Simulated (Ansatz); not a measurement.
One change: `CB(N)[TeH]` becomes `CB(N)P`.

Ansatz, PBE0-D4/def2-TZVP geometries, multiplicity 1. Each molecule was computed in one conformer, which needn't be the lowest.

Elements past krypton have def2 core potentials.

| property | `CB(N)[TeH]` |
| --- | --- |
| HOMO energy (ωB97M-V/def2-TZVPP) / eV | -8.21 |
| HOMO–LUMO gap (PBE/def2-TZVPP) / eV | 4.18 |
| HOMO energy (PBE/def2-TZVPP) / eV | -5.13 |
| HOMO–LUMO gap (B3LYP/def2-TZVPP) / eV | 5.55 |
| LUMO energy (B3LYP/def2-TZVPP) / eV | -0.37 |
| LUMO energy (ωB97M-V/def2-TZVPP) / eV | 1.61 |

**Question.** Give the same properties after the change, and the shifts. (Best estimate.)

**Answer.** Computed: 
```json
{"property": "HOMO energy (ωB97M-V/def2-TZVPP) / eV", "`CB(N)P`": "-9.03", "shift": "-0.82"}
{"property": "HOMO–LUMO gap (PBE/def2-TZVPP) / eV", "`CB(N)P`": "5.15", "shift": "0.97"}
{"property": "HOMO energy (PBE/def2-TZVPP) / eV", "`CB(N)P`": "-5.76", "shift": "-0.63"}
{"property": "HOMO–LUMO gap (B3LYP/def2-TZVPP) / eV", "`CB(N)P`": "6.76", "shift": "1.21"}
{"property": "LUMO energy (B3LYP/def2-TZVPP) / eV", "`CB(N)P`": "0.08", "shift": "0.45"}
{"property": "LUMO energy (ωB97M-V/def2-TZVPP) / eV", "`CB(N)P`": "1.89", "shift": "0.28"}
```

With PBE0 the HOMO falls by 0.75 eV and the LUMO rises by 0.45 eV, so the gap widens by about 1.20 eV. PBE moves the HOMO by -0.63 eV and ωB97M-V by -0.82 eV.

B3LYP here is the variant with VWN-RPA as its local correlation; programs differ in this.

Spin–orbit coupling is left out; it splits and shifts lone-pair levels of the heavy atoms by tenths of an eV.
